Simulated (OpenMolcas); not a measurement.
F³⁺: effect of correlating more closed shells

```json
{
 "Program": "OpenMolcas",
 "Basis": "ANO-RCC-VTZP [4s3p2d1f]",
 "Scalar Hamiltonian": "DKH2, point nucleus",
 "Active space": "2 electrons in 3 orbitals (2p)",
 "State averaging": "2S+1 = 3 even, 3 roots; 2S+1 = 1 even, 6 roots",
 "Spin-orbit coupling": "RASSI with atomic mean-field integrals over the reference wave functions, term energies averaged over their components"
}
```

Methods on the same reference wave functions:
A. CASSCF
B. SS-CASPT2, IPEA 0.25 Eh, imaginary shift 0.1 Eh (closed shells correlated: 2s)
C. SS-CASPT2, IPEA 0.25 Eh, imaginary shift 0.1 Eh (closed shells correlated: 1s 2s)

Energies in cm-1 above 2s2 2p2 3P0, the measured ground level; measured values from Moore, Atomic Energy Levels, vol. I, NSRDS-NBS 35 (1971 reprint of NBS Circular 467, 1949).

| Level | A | B | C | Measured |
| --- | --- | --- | --- | --- |
| 2s2 2p2 3P0 | 0.0 | 0.0 | 0.0 | 0.0 |
| 2s2 2p2 3P1 | 230 | 231 | 231 | 225 |
| 2s2 2p2 3P2 | 674 | 675 | 675 | 613 |
| 2s2 2p2 1D2 | 27763 | 25900 | 25940 | 25241 |
| 2s2 2p2 1S0 | 68290 | 58490 | 58460 | 53544 |

Deviations, from unrounded energies. A percentage is the sum of absolute deviations over the sum of measured energies, with the sign that they share, or ± where signs differ.

```tsv
Against measurement	Levels	A	B	C
mean absolute deviation (cm-1)	4	4300	1400	1400
fine structure of the ground term (%)	2	+7.8	+8.0	+8.0
other terms of the ground configuration (%)	2	+21.9	+7.1	+7.1
```

B, C lie about equally close to measurement and A furthest from it. The largest miss of B in the table is 2s2 2p2 1S0, by +4900 cm-1. The ranking rests on the paired levels alone, and a cruder setting can come out closer through cancelling errors.

Between B and C the level of the table that moves most is 2s2 2p2 1D2, by 32 cm-1 (lowest in B, highest in C). Moves below CASPT2's spread within the term are not significant.

The two smallest mean deviations differ by little beside CASPT2's spread within terms, so their order carries little weight.

From A to B the spin-free energies of the other terms of 2s2 2p2 shown, above 3P, scale by factors of 0.86 to 0.93.

The lowest spin-free term lies below A's lowest term by 0.084 hartree in B, 0.089 hartree in C.

What an inner shell adds also hangs on whether the basis holds functions to correlate it.

CASPT2 does not keep the components of a term degenerate, so their means are used; among the terms shown or strongly mixed into the levels shown the widest spread is 69 cm-1 (2s2 2p2 1D, C). With the s shell closed, the reference lacks s² → p² mixing. Computed and measured levels are paired by configuration, term and J; levels that our copy of the source lacks, or whose pairing is in doubt (as where it misses far off the trend of its configuration), stay unpaired and out of the deviations. Only configurations of the active space appear.
